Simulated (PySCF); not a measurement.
## Where the electron goes

Compound: C₇H₇P.
Structure used (GFN2-xTB), in Å, numbered top down from 1:
```
atom  x, y, z in Å
C1    -2.3028   -1.2337    0.2290
C2    -1.6617   -0.1237   -0.1219
C3    -0.2273    0.1217   -0.0692
C4     0.6744   -0.8460    0.3824
C5     2.0352   -0.6654    0.4511
P6     2.8952    0.7738    0.0002
C7     1.5551    1.7559   -0.5010
C8     0.2349    1.3729   -0.4902
H9    -3.3736   -1.3061    0.1476
H10   -1.8024   -2.1083    0.6075
H11   -2.2427    0.7121   -0.4937
H12    0.2799   -1.8016    0.7002
H13    2.6397   -1.4867    0.8178
H14    1.7950    2.7535   -0.8491
H15   -0.5031    2.0897   -0.8325
```

Method: TDDFT PBE0/def2-SVPD, vertical, gas phase, core orbitals frozen in the response (PySCF).

Kohn–Sham orbitals with the atoms that hold most of them (Löwdin shares over 4%, at most four atoms; ? is withheld):

```csv
orbital,ε (eV),atoms
LUMO+2,0.54,"C2 25%, C1 21%, P6 12%, C7 10%"
LUMO+1,-0.85,"C5 21%, C4 19%, C8 18%, C7 15%"
LUMO,-1.92,?
HOMO,-6.61,"P6 22%, C1 18%, C3 13%, C2 11%"
HOMO-1,-7.77,?
HOMO-2,-7.91,"C5 22%, C7 20%, C4 20%, C8 20%"
HOMO-3,-8.67,"C2 25%, C1 20%, P6 12%, C7 10%"
```

Task: Which atoms hold the LUMO, and with what shares?

Result: P6 (bonded to 2 C) 27%; C1 (bonded to C and 2 H) 13%; C3 (bonded to 3 C) 13%; C7 (bonded to C, P and H) 12%. By element: carbon 38% or more, phosphorus 27%.

Task: Which atoms hold the HOMO-1, and with what shares?

Result: P6 (bonded to 2 C) 65%; C5 (bonded to C, P and H) 12%; C7 (bonded to C, P and H) 11%; C8 (bonded to 2 C and H) 4%. By element: phosphorus 65%, carbon 27% or more.

Task: How does S1 compare with the orbital gap of 4.69 eV?

Result: S1 is at 4.36 eV (f = 0.383), 0.33 eV below the gap, made of HOMO→LUMO (85%), HOMO→LUMO+1 (9%). 

Task: Give energy, strength and leading configuration of S1, S3 and S4, and follow the Löwdin shares of the leading atoms from the occupied to the empty orbital.

Result: 
- S1 (4.36 eV, f 0.383), HOMO→LUMO (85%): P6 22% → 27%, C1 18% → 13%
- S3 (4.70 eV, f 0.013), HOMO-1→LUMO (98%): P6 65% → 27%, C5 12% → at most 12%, C1 at most 4% → 13%
- S4 (5.46 eV, f 0.0004), HOMO-1→LUMO+1 (99%): P6 65% → at most 15%, C5 12% → 21%, C4 at most 4% → 19%

One conformer stands for the species.
